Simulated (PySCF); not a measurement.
C3H11AlSi (SMILES C[SiH2][Al]([CH3])[CH3]), singlet, at a GFN2-xTB geometry (such geometries of metal compounds can be far from the true shape), atoms displaced at random by about 0.03 Å a coordinate. Base run: R2SCAN/STO-3G, gradient in PySCF.

Here is a job for PySCF.
```python
from pyscf import gto, scf, dft

mol = gto.Mole()
mol.atom = '''
    Si    1.457928    0.288309   -0.633501
    C     2.395779   -1.059290    0.347967
    Al   -0.918032    0.119807    0.049246
    C    -2.183253    1.583411   -0.476212
    C    -1.493031   -1.376669    1.171687
    H     1.724870    0.021729   -2.052827
    H     2.203332    1.538474   -0.337698
    H     2.274048   -0.866689    1.391549
    H     1.971882   -1.999493    0.138838
    H     3.447237   -1.052358    0.111660
    H    -3.079587    1.198327   -0.966360
    H    -1.731163    2.361137   -1.124022
    H    -2.566423    2.143066    0.358810
    H    -0.759692   -1.997867    1.528388
    H    -2.037330   -1.009980    2.053441
    H    -2.212331   -1.985944    0.692253
'''
mol.basis = 'sto-3g'
mol.charge = 0
mol.spin = 0
mol.verbose = 3
mol.build()

mf = dft.RKS(mol)
mf.xc = 'r2scan'
mf.kernel()
g = mf.nuc_grad_method()
grad = g.kernel()
```

The coordinate followed is y of atom 7.

The base run was repeated with changes; each row names its change, and settings that it needs were set with it.

```
change                                                  dE/dx (Eh/bohr)  net force (Eh/bohr)
------------------------------------------------------  ---------------  -------------------
base                                                           0.010108             0.000598
conv_tol = 1e-4                                                0.010156             0.000598
density fitting = on; auxbasis_response = off                  0.009996             0.001046
conv_tol = 1e-6                                                0.010101             0.000598
grids.level = 5; grid_response = on                            0.010111             0.000000
grids.level = 0; grid_response = on                                 [?]             0.000000
finite difference step (bohr) = 0.01; conv_tol = 1e-11         0.010108                    -
grid_response = on                                             0.010112             0.000000
finite difference step (bohr) = 0.2; conv_tol = 1e-11               [?]                    -
finite difference step (bohr) = 1e-4; conv_tol = 1e-11         0.010112                    -
grids.level = 1; grid_response = on                            0.010174             0.000000
finite difference step (bohr) = 1e-5; conv_tol = 1e-11         0.010112                    -
```

### Question
What belongs in the gaps?

### Answer

- grids.level = 0; grid_response = on, dE/dx (Eh/bohr): 0.011740
- finite difference step (bohr) = 0.2; conv_tol = 1e-11, dE/dx (Eh/bohr): 0.008447

The net force is zero for an exact gradient.
